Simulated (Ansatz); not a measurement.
A nudged elastic band was laid between two geometries of C2H7NOSi (12 atoms, charge 0, multiplicity 1).

Theory: RKS LDA/6-31G* in Ansatz.

| Item | Value |
| --- | --- |
| movable images | 7 |
| climbing image | yes |
| spring | 50.0 eV/Å² |
| optimiser | quadratic models (default) |
| start path | through a guess of the saddle point |
| force threshold | 0.05 eV/Å |
| iteration limit | 60 |
| end points | relaxed |

First end point:

```xyz
12
Properties=species:S:1:pos:R:3
N -1.145 0.360 1.109
C 0.045 -0.097 0.481
O 0.945 -0.667 1.377
C 0.791 0.762 -0.520
Si 0.039 -0.772 -1.298
H -1.989 0.229 0.549
H -1.075 1.337 1.426
H 0.402 -1.280 1.919
H 1.881 0.811 -0.385
H 0.326 1.731 -0.754
H -1.107 -0.573 -2.245
H 0.964 -1.897 -1.625
```

Last end point:

```xyz
12
Properties=species:S:1:pos:R:3
N -1.231 0.599 0.768
C -0.012 -0.026 0.414
O 0.790 -0.574 1.428
C 0.829 0.778 -0.552
Si 0.070 -0.752 -1.330
H -1.916 -0.066 1.144
H -1.072 1.343 1.465
H 0.335 -1.380 1.750
H 1.909 0.752 -0.352
H 0.432 1.764 -0.827
H -1.057 -0.597 -2.299
H 1.000 -1.895 -1.577
```

(1) Which bonds break or form, and what moves?

(2) What energy profile does the band end with?

(3) What is the geometry of the highest image?

## Answers

(1) No bond is made or broken. The height of N1 over the plane of its neighbours goes from -0.32 to 0.35 Å.

(2) The forces met the threshold. The highest image is number 2 of 0 to 8, 0.040 eV above the first end and 0.131 eV above the last; the last end lies 0.091 eV below the first. Another band between the same ends (7 images) ends at a top of the same energy, where a vibrational analysis finds 1 clearly imaginary mode.

```csv
image,path coordinate (Å),energy (eV),height of N1 over the plane of its neighbours (Å)
0,0.00,0.000,-0.32
1,0.26,0.007,-0.28
2,0.53,0.040,-0.06
3,0.63,0.027,0.04
4,0.73,-0.008,0.15
5,0.84,-0.049,0.23
6,0.94,-0.078,0.30
7,1.04,-0.089,0.34
8,1.15,-0.091,0.35
```

(3) 
```xyz
12
Properties=species:S:1:pos:R:3:forces:R:3
N -1.144 0.474 0.969 -0.01 0.01 0.01
C 0.040 -0.068 0.469 0.00 -0.02 0.00
O 0.921 -0.659 1.389 0.00 0.01 0.00
C 0.828 0.766 -0.519 0.01 0.00 0.00
Si 0.045 -0.748 -1.303 0.00 0.00 0.00
H -2.038 0.010 0.845 0.00 0.00 0.00
H -1.158 1.431 1.324 0.00 0.00 0.00
H 0.398 -1.343 1.859 0.00 0.00 0.00
H 1.918 0.753 -0.373 0.00 0.00 0.00
H 0.412 1.755 -0.753 0.00 0.00 0.00
H -1.111 -0.549 -2.234 0.00 0.00 0.00
H 0.965 -1.877 -1.637 0.00 0.00 0.00
```

The run took 3.5 min on 1 thread of Arm Neoverse V1, on a shared host, peak memory 0.13 GiB.
